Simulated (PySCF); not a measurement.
Species: C3H8BFO.
SMILES: `B(CC)(OC)F`

All values: CAM-B3LYP/def2-SVPD (PySCF, non-relativistic), on one gas-phase PBE0-D3(BJ)/def2-SVP geometry that isn't relaxed in the solvent. The solvent is an IEF-PCM continuum (van der Waals radii × 1.2), and excitations are vertical TDDFT with non-equilibrium linear response and a frozen core. Only the electrostatic response of the medium enters.

Gas-phase singlets (H = HOMO, L = LUMO):

```tsv
state	E (eV)	λ (nm)	f	leading configuration
S1	8.388	148	0.012	H-1→L 53%
S2	8.421	147	0.005	H→L 52%
S3	8.580	145	0.005	H→L+2 79%
S4	8.857	140	0.001	H-2→L 81%
S5	8.977	138	0.001	H-2→L+2 78%
```

Problem. What are the lowest 5 singlets in chloroform (ε = 4.711)?

Solution. 
```tsv
state	E (eV)	λ (nm)	f	leading configuration	change by rank (eV)
S1	8.359	148	0.013	H-1→L 72%	-0.029
S2	8.420	147	0.006	H→L 72%	-0.001
S3	8.572	145	0.009	H→L+3 71%	-0.008
S4	8.859	140	0.001	H-2→L 82%	+0.002
S5	8.979	138	0.003	H-2→L+3 72%	+0.002
```

Problem. How does the list change in acetonitrile (ε = 35.69)?

Solution. 
| state | E (eV) | λ (nm) | f | leading configuration | change by rank (eV) |
| --- | --- | --- | --- | --- | --- |
| S1 | 8.360 | 148 | 0.011 | H-1→L 73% | -0.028 |
| S2 | 8.430 | 147 | 0.006 | H→L 73% | +0.009 |
| S3 | 8.577 | 145 | 0.008 | H→L+3 78% | -0.003 |
| S4 | 8.869 | 140 | 0.001 | H-2→L 83% | +0.012 |
| S5 | 8.990 | 138 | 0.004 | H-2→L+3 79% | +0.013 |

Problem. How do the frontier levels move from gas to acetonitrile?

Solution. 
```json
{"orbital": "LUMO+2", "gas (eV)": "2.02", "solvent (eV)": "2.06", "change (eV)": "+0.04"}
{"orbital": "LUMO+1", "gas (eV)": "1.70", "solvent (eV)": "1.88", "change (eV)": "+0.18"}
{"orbital": "LUMO", "gas (eV)": "0.94", "solvent (eV)": "1.00", "change (eV)": "+0.06"}
{"orbital": "HOMO", "gas (eV)": "-10.40", "solvent (eV)": "-10.35", "change (eV)": "+0.05"}
{"orbital": "HOMO-1", "gas (eV)": "-10.55", "solvent (eV)": "-10.43", "change (eV)": "+0.12"}
{"orbital": "HOMO-2", "gas (eV)": "-11.01", "solvent (eV)": "-10.93", "change (eV)": "+0.08"}
{"orbital": "HOMO-3", "gas (eV)": "-11.05", "solvent (eV)": "-10.99", "change (eV)": "+0.06"}
```

The HOMO–LUMO gap goes from 11.34 to 11.35 eV. Rows go by rank; for LUMO+1 and LUMO+2 the atom shares or the degeneracy differ between the runs, so the row needn't follow one orbital.

The values belong to the conformer `[CH3:1][CH2:2][B:3]([F:4])[O:5][CH3:6]`: C1–C2–B3–F4 -179°, C2–B3–O5–C6 180°.
